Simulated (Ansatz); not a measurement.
`N#C[Si](Cl)(C#N)C#N` + CH₃OH → `CO[Si](C#N)(C#N)C#N` + HCl at 700 K and 1 bar (ligand exchange at the Si–Cl bond).

Calculated with Ansatz (gas phase, PBE0-D4/def2-TZVP geometries, no zero-point term in ΔE). CCSD(T)/CBS is the MP2 limit (def2-TZVPP, def2-QZVPP) plus CCSD(T) − MP2 in def2-TZVPP, frozen cores. This one scheme is used for every species. One conformer a species, not always the lowest.

| species | CCSD(T)/CBS energy (Eh) | H − E (kJ/mol) | S (J/(mol·K)) |
| --- | --- | --- | --- |
| `N#C[Si](Cl)(C#N)C#N` | -1027.13615 | 158.3 | 513.6 |
| CH₃OH | -115.61712 | 170.8 | 288.5 |
| `CO[Si](C#N)(C#N)C#N` | -682.38316 | 287.5 | 596.8 |
| HCl | -460.38127 | 38.4 | 211.8 |

H − E and S are ideal-gas, rigid-rotor, harmonic terms from PBE0-D4/def2-TZVP, for one conformer and one mirror image of each species. 1 Eh = 2625.50 kJ/mol, R = 8.31446 J/(mol·K).

Question: By hand: ΔE, ΔH, ΔS and ΔG.

Answer: ΔE = (-682.38316) + (-460.38127) − (-1027.13615) − (-115.61712) = -0.01116 Eh = -29.3 kJ/mol. Δ(H − E) = 287.5 + 38.4 − 158.3 − 170.8 = -3.2, so ΔH = -32.5 kJ/mol. ΔS = 596.8 + 211.8 − 513.6 − 288.5 = 6.5 J/(mol·K). ΔG = -32.5 − 700 × (6.5)/1000 = -37.0 kJ/mol.

Question: By hand: the equilibrium constant, and the temperature at which ΔG would vanish if ΔH and ΔS stayed fixed.

Answer: log₁₀ K = −ΔG/(RT ln 10) = 2.8. ΔH and −TΔS have one sign here, so there is no such temperature.

The number of gas molecules stays the same, so ΔS is small and ΔH decides. A doubt of 5 kJ/mol in ΔE shifts log₁₀ K by 0.4 here. Other conformers and mirror images would add mixing entropy, several J/(mol·K) or more a flexible species. Modes under 60 cm⁻¹, often nearly free rotors, make the harmonic entropy too high. These are equilibria of isolated gas molecules and say nothing of rates. Largest T1 diagnostic: 0.014 (customary marks: 0.02 for closed shells, 0.045 for open ones).

ΔS is within the doubt of such terms, so its sign, and with it that verdict, could turn.
